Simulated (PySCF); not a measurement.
Work out the structure from these simulated measurements.

Elements present: B, C and H. Monoisotopic mass: 108.1110 u.

| Item | Value |
| --- | --- |
| NMR, other nuclei | isotropic shieldings of nuclei other than C and H, by class: 32 (1 B) ppm [GIAO B97-2/pcSseg-1] |
| UV, first state | lowest singlet excitation: 5.58 eV (222 nm, f = 0.004) [TDDFT CAM-B3LYP/def2-SVPD] |
| UV, strongest line | among the 10 lowest singlet transitions: S2 at 5.62 eV (221 nm, f = 0.424) [TDDFT CAM-B3LYP/def2-SVPD] |
| Rotational structure | rotational constants A, B, C: 4.480, 1.075, 0.891 GHz [PBE0-D3(BJ)/def2-SVP] |
| 1H NMR | chemical shifts (computed TMS as zero) by class: 6.24 (1 H), 2.96 (2 H), 2.95 (2 H), 2.01 (2 H), 0.82 (6 H) ppm [GIAO B97-2/pcSseg-1] |
| 13C NMR | chemical shifts (computed TMS as zero) by class: 181.4 (1 C), 134.3 (1 C), 37.5 (1 C), 36.5 (1 C), 18.3 (1 C), 14.8 (2 C) ppm [GIAO B97-2/pcSseg-1] |
| Triplet | lowest triplet excitation (Tamm–Dancoff): 3.53 eV [TDA CAM-B3LYP/def2-SVPD] |

Electronic properties: PySCF, gas phase, density fitting. Levels stand in brackets. Isolated species at its PBE0-D3(BJ)/def2-SVP geometry, gas phase. NMR values are class means; diastereotopic atoms form classes of their own.

Question: Which formula fits the mass and the elements?

Answer: C7H13B (calculated 108.1110). No other formula that holds each of these elements comes within 0.0003 u with a fitting electron parity and a possible valence count.

Question: Propose a structure and show how it fits.

Answer: Numbering: `[CH3:1][B:2]([CH3:3])[CH:4]=[C:5]1[CH2:6][CH2:7][CH2:8]1`. 7 carbons fall into 6 classes; from least to most shielded: fully substituted alkene carbon [C5] (181.4 ppm), alkene CH carbon [C4] (134.3 ppm), allylic carbon [C8] (37.5 ppm), allylic carbon [C6] (36.5 ppm), four-membered-ring carbon [C7] (18.3 ppm), chain sp3 carbon bound to boron [C1/C3] (14.8 ppm, 2 C, up to 4.3 ppm apart in this geometry). Hydrogen classes from least to most shielded: 1 H on an alkene CH carbon, C4 (6.24 ppm), 2 H on an allylic carbon, C6 (2.96 ppm), 2 H on an allylic carbon, C8 (2.95 ppm), 2 H on a four-membered-ring carbon, C7 (2.01 ppm), 6 H on 2 like atoms (sp3 carbon bound to boron), C1/C3 (0.82 ppm). The other shieldings belong to: 32 ppm, three-coordinate boron [B2]. By its constants the optimised geometry is an asymmetric top. Structure: `CB(C)C=C1CCC1`. Computed isomers that give other values at the same levels: `C=C[C@H]1BCCCC1` (13C chemical shifts (computed TMS as zero) by class: 148.7 (1 C), 115.8 (1 C), 51.8 (1 C), 32.5 (1 C), 29.1 (1 C), 28.2 (1 C), 25.2 (1 C) ppm); `BC[C@H]1CCC(=C)C1` (rotational constant A: 4.172 GHz; this holds for the one conformer computed); `C=C[C@H]1CBCCC1` (lowest singlet excitation: 5.83 eV (212 nm, f = 0.002)). The assignments are read from this structure; whether some other isomer fits the data as well wasn't checked.

Conformer computed: `[CH3:1][B:2]([CH3:3])[CH:4]=[C:5]1[CH2:6][CH2:7][CH2:8]1`: C1–B2–C4–C5 -4°.
